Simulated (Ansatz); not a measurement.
Geometry optimisation, Ansatz 0.2.0, RKS B3LYP-D4/def2-SVP.

The input (input.yaml):

```yaml
crystal:
  periodic: [false, false, false]
  atoms:
    - { symbol: B, position_ang: [0.061542, 0.40997, -0.422155] }
    - { symbol: O, position_ang: [-0.014609, -0.074851, 2.131826] }
    - { symbol: H, position_ang: [-0.956198, -0.29854, 2.179906] }
    - { symbol: H, position_ang: [1.065811, -0.154501, -0.748272] }
    - { symbol: F, position_ang: [-1.131929, -0.116755, -0.632179] }
    - { symbol: F, position_ang: [0.096174, 1.651174, 0.043858] }
    - { symbol: H, position_ang: [-0.019791, 0.905702, 2.030116] }
basis:
  gaussian: { orbitals: def2-SVP }
hamiltonian:
  xc: b3lyp
  dispersion: d4
relax:
  f_tol: 0.03
  max_steps: 50
```

Command:

```bash
$ ansatz run input.yaml --threads 1 --pin off --max-ram 2048MiB --backend cpu --events-out ev --progress --plain --runs-dir out
```

Problem. Where does it end, and by what steps?

Solution. The forces met the threshold. After 9 steps the energy has fallen by 0.197 eV; O2 moved furthest, 0.45 Å.

```csv
step,energy less start (eV),largest force component (eV/Å),accepted
0,0.0000,0.834,yes
1,0.0390,1.846,no
2,-0.0388,0.747,yes
3,-0.0780,0.336,yes
4,-0.1324,0.567,yes
5,-0.1634,0.863,yes
6,-0.1876,0.463,yes
7,-0.1939,0.312,yes
8,-0.1961,0.069,yes
9,-0.1965,0.010,yes
```

```xyz
7
Properties=species:S:1:pos:R:3
B 0.034 0.376 -0.107
O 0.013 0.018 1.688
H -0.873 -0.351 1.840
H 1.014 -0.222 -0.475
F -1.187 -0.128 -0.423
F 0.092 1.731 -0.039
H 0.007 0.899 2.100
```

Whether the end is a true minimum wasn't checked by a vibrational analysis.

Time of the run: 15 s on 1 thread of Intel(R) Xeon(R) 6975P-C (Granite Rapids), on a shared host, peak memory 0.15 GiB.
